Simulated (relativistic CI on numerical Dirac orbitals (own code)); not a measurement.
# Spin-allowed bands of a d3 ion in an octahedral site, by hand

Problem. A d3 ion in an octahedral site has a 4A2 ground term and spin-allowed bands at ν1 = 29640 and ν2 = 37882 cm⁻¹ (from a computed ligand-field model). Find Δ and the Racah parameter B, and predict the third band.

Working.
1. The F term splits into A2 (−1.2Δ), T2 (−0.2Δ) and T1 (+0.6Δ), so ν1 = E(T2) − E(A2) = Δ = 29640 cm⁻¹.
2. T1(F) mixes with T1(P), which lies at 15B, through an element 0.4Δ. The two roots, counted from A2, are ν2,3 = ½(15B + 3Δ) ∓ ½√[(15B − Δ)² + 12BΔ].
3. Solving the lower root for B gives B = (2ν1² + ν2² − 3ν1ν2)/(15ν2 − 27ν1) = -176362316/-232050 = 760 cm⁻¹.
4. The sum of the roots is 15B + 3Δ, so ν3 = 15B + 3ν1 − ν2 = 62438 cm⁻¹ (160 nm).

Check. The bands were computed by exact diagonalisation of the d3 shell with B = 760 and Δ = 29640 cm⁻¹, which gives ν3 = 62438 cm⁻¹. C does not enter the terms of highest spin.
